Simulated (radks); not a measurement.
The numbers below are computed, except where a source is named.
All-electron atom: Ge II in [Ar] 3d10 4s2 4p1.

Level of theory: non-relativistic Kohn-Sham, LB94 model potential, spin-polarised, spherical densities, point nucleus; open shells are filled with parallel spins first (a radial shooting solver on a logarithmic mesh with Libxc functionals).

Energy parts (hartree):
| part | energy |
|---|---|
| kinetic | 2084.62758 |
| electron-nucleus | -4973.04817 |
| Hartree | 890.80148 |
(The LB94 potential has no energy functional, so no total or exchange-correlation energy is given.)

Orbitals (lengths in bohr, moments of r in powers of bohr):
orbital  occ.  eigenvalue (hartree)       <r^4>
1s up       1             -400.4859  0.00002368
1s down     1             -400.4861  0.00002368
2s up       1             -50.38331    0.004919
2s down     1             -50.38240    0.004919
2p up       3             -45.03599    0.003456
2p down     3             -45.03441    0.003456
3s up       1              -6.62468      0.3527
3s down     1              -6.62249      0.3540
3p up       3              -4.85325      0.4349
3p down     3              -4.85193      0.4374
3d up       5              -1.77106       1.029
3d down     5              -1.77278       1.044
4s up       1              -0.91839       33.69
4s down     1              -0.92965       32.57
4p up       1              -0.59816       81.67
4p down     0              -0.60441       79.07

The highest occupied level is 4p up at -16.277 eV. The configuration is held as typed, so some empty levels lie below it. The density falls to 0.001 e/bohr^3 at r = 3.87 bohr. The spin density at the nucleus is -0.1665 e/bohr^3 (1s -0.0332, 2s 0.0570, 3s 0.1369, 4s -0.3272), a Fermi contact field of -8.73 T. Spin moment in Bohr magnetons: 1. The electron density at the nucleus is 2.251e+04 e/bohr^3.
